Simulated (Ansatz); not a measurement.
| atom | x (Å) | y (Å) | z (Å) |
| --- | --- | --- | --- |
| Cr | 0.0000 | 0.0000 | 2.7500 |
| Mn | 0.0000 | 0.0000 | -2.7500 |
| O | 0.0000 | 2.9920 | 0.0000 |
| O | 0.0000 | -2.9920 | 0.0000 |

Basis set: pcseg-2. Charge 0. Computed with Ansatz (development build ahead of 0.2.0); the lowest solution found for each multiplicity.

Question: How do the multiplicities compare at this shape? Give, from the lowest of each method, PBE0 (unrestricted) for 2, 4.

Answer:

```tsv
method	multiplicity	E (eV)	<S²>
PBE0, unrestricted	2	0.174	7.58
PBE0, unrestricted	4	0.000	9.50
```

Caution: other spin multiplicities may lie lower. Caution for PBE0, unrestricted: charge can spread falsely over distant fragments; the unrestricted determinant is a mixture of spin states.
